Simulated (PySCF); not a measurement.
AlF2H3O2Si, SMILES [OH][Al]([OH])[SiH](F)F. Atoms are numbered in the order given.

```xyz
9

Si    -1.2367    -0.2965     0.0263
F     -1.8291     0.5906     1.2569
F     -1.8332     0.3477    -1.3458
Al     1.1721    -0.1182     0.0114
O      2.0453    -1.5747     0.0463
O      1.8471     1.4355    -0.0305
H     -1.8329    -1.6532     0.1529
H      2.9857    -1.7585     0.0459
H      2.7447     1.7686    -0.0410
```
Charge 0, spin multiplicity 1.

Geometry: ωB97X-D3(BJ)/def2-SVP. The structure was generated by enumeration; whether it is a known compound was not checked. The values are those of a single conformer.

All values below come from PySCF with PBE/pcSseg-1.

GIAO shieldings, no solvent; atoms listed in one row are averaged. δ = σ(ref) − σ: ²⁹Si against TMS (σ = 335.4 ppm); ¹⁹F against CFCl3 (σ = 133.6 ppm); ¹⁷O against H2O (σ = 334.3 ppm); ¹H against TMS (σ = 31.49 ppm), references at their B3LYP-D3(BJ)/def2-TZVP geometries, non-relativistic.

```json
[
 {"nucleus": "²⁹Si", "atoms": "Si1", "count": "1", "δ (ppm)": "23.1"},
 {"nucleus": "¹⁹F", "atoms": "F2", "count": "1", "δ (ppm)": "-161.5"},
 {"nucleus": "¹⁹F", "atoms": "F3", "count": "1", "δ (ppm)": "-163.0"},
 {"nucleus": "¹⁷O", "atoms": "O5", "count": "1", "δ (ppm)": "60.9"},
 {"nucleus": "¹⁷O", "atoms": "O6", "count": "1", "δ (ppm)": "55.1"},
 {"nucleus": "¹H", "atoms": "H7", "count": "1", "δ (ppm)": "6.04"},
 {"nucleus": "¹H", "atoms": "H8, H9", "count": "2", "δ (ppm)": "2.42"}
]
```
